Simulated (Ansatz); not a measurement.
A nudged elastic band was laid between two geometries of AsH$_{6}$N$_{2}$ (9 atoms, charge 1, multiplicity 1).

Method: RKS PBE0/def2-SVP (Ansatz).

```yaml
movable_images: 7
climbing_image: yes
spring: 5.0 eV/Å²
optimiser: quadratic models (default)
start_path: IDPP
force_threshold: 0.05 eV/Å
iteration_limit: 10
end_points: relaxed
```

Initial state:

```xyz
9
Properties=species:S:1:pos:R:3
N -0.869 0.753 -1.161
As -0.688 0.763 0.596
N 0.569 -0.948 0.812
H -1.749 0.459 -1.574
H -0.202 1.143 -1.820
H 0.591 1.590 0.605
H 1.171 -1.072 -0.008
H 0.003 -1.797 0.909
H 1.173 -0.891 1.640
```

Final state:

```xyz
9
Properties=species:S:1:pos:R:3
N -1.257 0.484 -0.929
As -0.341 1.030 0.479
N 0.830 -0.722 0.823
H -2.239 0.245 -0.828
H -0.924 0.505 -1.888
H 0.847 1.556 -0.316
H 1.729 -0.508 1.268
H 1.023 -1.222 -0.051
H 0.332 -1.368 1.443
```

Q: What changes between the two ends?

A: No bond is made or broken. The dihedral N1–As2–N3–H7 goes from 31 to 152°. The two ends are copies of one structure, up to a mirror image or an exchange of like atoms.

Q: What energy profile does the band end with?

A: The run converged. The highest image is number 4 of 0 to 8, 0.015 eV above the ends, which have the same energy within 2 meV. Another band between the same ends (7 images) ends at a top of the same energy, where a vibrational analysis finds 1 clearly imaginary mode. Limits of this set-up: the dipole of an ion depends on the origin.

```
image  path coordinate (Å)  energy (eV)  dihedral N1–As2–N3–H7 (°)
    0                 0.00        0.000                         31
    1                 0.38        0.002                         45
    2                 0.76        0.007                         60
    3                 1.13        0.013                         75
    4                 1.51        0.015                         90
    5                 1.90        0.013                        105
    6                 2.28        0.007                        121
    7                 2.67        0.002                        136
    8                 3.05        0.000                        152
```

Q: What is the geometry of the highest image?

A: 
```xyz
9
Properties=species:S:1:pos:R:3:forces:R:3
N -1.162 0.594 -0.967 -0.02 0.00 -0.02
As -0.407 0.957 0.588 0.04 -0.02 0.03
N 0.768 -0.826 0.790 -0.01 0.02 -0.01
H -2.147 0.348 -0.998 0.00 0.00 -0.01
H -0.737 0.754 -1.876 -0.01 0.00 0.00
H 0.830 1.624 0.002 0.00 0.00 0.00
H 1.708 -0.763 0.385 0.00 0.01 0.00
H 0.276 -1.584 0.305 0.00 -0.01 0.00
H 0.871 -1.104 1.771 -0.01 0.01 0.01
```

Run time: 5.6 min on 1 CPU thread of a shared host.
